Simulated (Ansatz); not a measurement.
One change: `c1ccccc1` becomes `[F][Ge]([F])([F])[c]1ccccc1`.

Ansatz, PBE0-D4/def2-TZVP geometries, multiplicity 1. Each molecule was computed in one conformer, which needn't be the lowest.

Scalar relativity is left out up to krypton.

| property | `c1ccccc1` |
| --- | --- |
| HOMO energy (PBE0/def2-TZVPP) / eV | -7.30 |
| size of the dipole moment (PBE/def2-TZVPP) / D | 0.00 |
| LUMO energy (ωB97M-V/def2-TZVPP) / eV | 1.84 |
| size of the dipole moment (ωB97M-V/def2-TZVPP) / D | 0.00 |
| HOMO energy (ωB97M-V/def2-TZVPP) / eV | -9.40 |
| HOMO–LUMO gap (B3LYP/def2-TZVPP) / eV | 6.69 |

Q: Give the same properties after the change, and the shifts. (Best estimate.)

A: Computed: 
| property | `[F][Ge]([F])([F])[c]1ccccc1` | shift |
| --- | --- | --- |
| HOMO energy (PBE0/def2-TZVPP) / eV | -8.15 | -0.85 |
| size of the dipole moment (PBE/def2-TZVPP) / D | 4.56 | 4.56 |
| LUMO energy (ωB97M-V/def2-TZVPP) / eV | 0.55 | -1.29 |
| size of the dipole moment (ωB97M-V/def2-TZVPP) / D | 4.67 | 4.67 |
| HOMO energy (ωB97M-V/def2-TZVPP) / eV | -10.23 | -0.83 |
| HOMO–LUMO gap (B3LYP/def2-TZVPP) / eV | 6.28 | -0.41 |

With PBE0 the HOMO falls by 0.85 eV and the LUMO falls by 1.27 eV, so the gap narrows by about 0.42 eV. PBE moves the HOMO by -0.82 eV and ωB97M-V by -0.83 eV.

B3LYP here is the variant with VWN-RPA as its local correlation; programs differ in this.
